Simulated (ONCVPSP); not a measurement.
# Varying the ONCV potential for zinc

Base potential:

zinc, optimised norm-conserving Vanderbilt (ONCV), made with ONCVPSP 4.0.1 (LDA (Perdew-Wang 92), fully relativistic). Core [Ne] 3s2, reference 3p6 3d10 4s2. Waves: 4s: rc 1.80 bohr, ncon 4, nbas 8, qcut 3.5 1/bohr, 3 projectors, debl 3 Ha; 3p: rc 0.70 bohr, ncon 4, nbas 8, qcut 12.4 1/bohr, 2 projectors, debl 1.6 Ha; 3d: rc 1.10 bohr, ncon 4, nbas 9, qcut 13.8 1/bohr, 1 projector; f scattering state at 0.17 Ha: rc 1.90 bohr, ncon 4, nbas 7, qcut 5.8 1/bohr, 2 projectors, debl 3.8 Ha. Local part: polynomial inside 0.55 bohr (lpopt 5, dvloc0 0 Ha). Core correction: Teter function, fcfact 5.25, rcfact 1.45.

Open shells are filled in proportion to 2j + 1.

In the p channel the program set the typed energies aside and used -3.022, 0.250 Ha (j = l + 1/2; the other j can differ).

Cutoffs, loose and tight: the cutoffs (Ha) at which the residual kinetic energy of the hardest occupied pseudo-wave falls to 1 and 0.1 mHa per electron. They do not see the model core or the augmentation charge, which bear on the density cutoff. Test errors are all-electron minus pseudo excitation energies from the reference, over the configurations 3p6 3d10 4s1; 3p6 3d10 4s0; 3p6 3d9 4s0; 3p5 3d10 4s2. A dash means not determined; rows that change the core or the reference have their own tests.

A true bound ghost makes a file unfit for plane-wave use even where its test errors are small: the radial tests pick states by their node count and pass the ghost by.

| change | outcome | cutoff, loose | cutoff, tight | bound ghosts | GHOST(+) flags above zero | largest test error (meV) |
| --- | --- | --- | --- | --- | --- | --- |
| base | generated, projector energies reset by the program | 79 Ha | 366 Ha | s, f7/2, f5/2 | s | -114 |
| s: rc 1.58 | generated, projector energies reset by the program | 79 Ha | 366 Ha | s, f7/2, f5/2 | s | -112 |
| core correction Teter function, fcfact 5.1, rcfact 1.45 | generated, projector energies reset by the program | 79 Ha | 366 Ha | s, f7/2, f5/2 | s | -114 |
| p: nproj 3 | generated, projector energies reset by the program | 79 Ha | 366 Ha | s, p3/2, f7/2, p1/2, f5/2 | s | -114 |
| d: qcut 9.2 | generated, projector energies reset by the program | 247 Ha | 366 Ha | s, f7/2, f5/2 | s | -310 |
| all radii but the core radius scaled by about 0.89 (s 1.62, p 0.62, d 0.98, f 1.70 bohr); local potential polynomial inside 0.50 bohr (lpopt 5, dvloc0 0 Ha) | generated, projector energies reset by the program | 153 Ha | 476 Ha | s, f7/2, f5/2 | s | +70 |
| functional PBE | generated, projector energies reset by the program | 80 Ha | 367 Ha | s, f7/2, f5/2 | s | -123 |
| core correction Teter function, fcfact 2.5, rcfact 1.65 | generated, projector energies reset by the program | 79 Ha | 366 Ha | s, f7/2, f5/2 | s | -114 |
| core correction Teter function, fcfact 5.25, rcfact 0.92 | generated, projector energies reset by the program | 79 Ha | 366 Ha | s, f7/2, f5/2 | s | -112 |
| p: debl 3.5 | generated | 79 Ha | 366 Ha | s, f7/2, f5/2 | s | -114 |

**Question.** What comes out with this change to the base: scalar-relativistic?

**Answer.** outcome: generated, projector energies reset by the program; cutoff, loose: 79 Ha; cutoff, tight: 366 Ha; bound ghosts: s, f; GHOST(+) flags above zero: s; largest test error (meV): -152.
